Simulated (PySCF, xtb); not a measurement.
Ga(OH)2(SeH) (GaH3O2Se), SMILES [OH][Ga]([OH])[SeH].

GFN2-xTB (xtb) at its own geometry gives an orbital gap of 3.34 eV and a dipole moment of 0.71 D.

Geometry: PBE0-D3(BJ)/def2-SVP. The values are those of a single conformer.

Task: What does B3LYP/def2-TZVP (PySCF) give? (An estimate is asked for; the answer gives what the named calculation found.)

Result: gap 5.96 eV (levels -7.23 and -1.27 eV), dipole 0.98 D.
